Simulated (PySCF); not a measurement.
# Dipole moment and polarisability of YMe3

Compound: YMe3, C3H9Y (singlet state).
Structure used (PBE0-D3(BJ)/def2-SVP), in Å, numbered top down from 1:
```xyz
13
C3H9Y angstrom
Y     -0.0016    0.0002   -0.0264
C      2.3541   -0.0125   -0.0142
H      2.8020   -1.0241   -0.0672
H      2.7753    0.4583    0.8976
H      2.7919    0.5613   -0.8563
C     -1.1669    2.0473   -0.0064
H     -1.7650    2.1841    0.9179
H     -1.9008    2.1340   -0.8332
H     -0.5150    2.9396   -0.0797
C     -1.1887   -2.0343    0.0091
H     -2.2897   -1.9210   -0.0284
H     -0.9755   -2.6294    0.9208
H     -0.9201   -2.7034   -0.8337
```

Level: B3LYP/def2-SVPD (PySCF), static field, nuclei fixed, core orbitals frozen in the response. The polarisability tensor in these axes (au):

```
x   96.76 -0.01 -0.14
y   -0.01 96.82 -0.12
z   -0.14 -0.12 65.25
```

Task: Diagonalise the tensor; give its mean and Δα, where Δα² is half the sum of the squared differences of the eigenvalues.

Result: Principal values 65.25, 96.76 and 96.82 au; mean 86.28 au = 12.78 Å³ = 14.22 × 10⁻⁴⁰ C²·m²/J; Δα = 31.54 au (37 % of the mean).

Task: What is the dipole moment?

Result: 0.12 D at this geometry.

Task: Find the Langevin capture rate constant for NO+ (29.998 u) meeting this molecule (133.976 u), k = 2.342 × 10⁻⁹ cm³/s × √(α in Å³ / reduced mass in u).

Result: The reduced mass is 24.51 u, so k = 1.69 × 10⁻⁹ cm³/s.

Task: Refractivity n − 1 of an ideal gas of it at 350 K and 1 atm, from the electronic α?

Result: N = p/kT = 2.0968 × 10¹⁹ cm⁻³, so n − 1 = 2π × N × 12.78 × 10⁻²⁴ cm³ = 1684 × 10⁻⁶ at long wavelengths.

Task: Sum over states: ᾱ = Σ f/ω², ω in Eh. What share falls to these 10 lowest TDDFT singlets (eV, f)? 2.88, 0.0018; 2.88, 0.0018; 3.79, 0.0000; 4.06, 0.0008; 4.08, 0.0180; 4.16, 0.0000; 4.16, 0.0000; 4.98, 0.0000; 4.98, 0.0000; 5.09, 0.0000.

Result: They add up to 1.15 au, 1.3 % of the 86.28 au; the largest single term is 0.80 au, from the state at 4.08 eV. Terms in order: 0.16, 0.16, 0.00, 0.03, 0.80, 0.00, 0.00, 0.00, 0.00, 0.00 au. Higher excitations give the rest. The strengths listed sum to 0.022.

Task: Rayleigh depolarisation ratio (linearly polarised light, static tensor)?

Result: ρ = 3Δα²/(45ᾱ² + 4Δα²) = 2984.4/(334959 + 3979.2) = 0.00881.

Task: Estimate the molar refractivity from the static electronic polarisability.

Result: Lorentz–Lorenz: R = (4π/3)N_A α = 2.5225 cm³/(mol·Å³) × 12.78 Å³ = 32.3 cm³/mol, in the limit of long wavelengths.

Geometry: PBE0-D3(BJ)/def2-SVP; no solvent, vibrations or thermal averaging. Atoms past krypton carry effective core potentials; spin–orbit coupling is left out.

These values come from a run that also computed excited states and ΔSCF ions. The run took 1.9 min on one thread, x86-64 server, shared host.
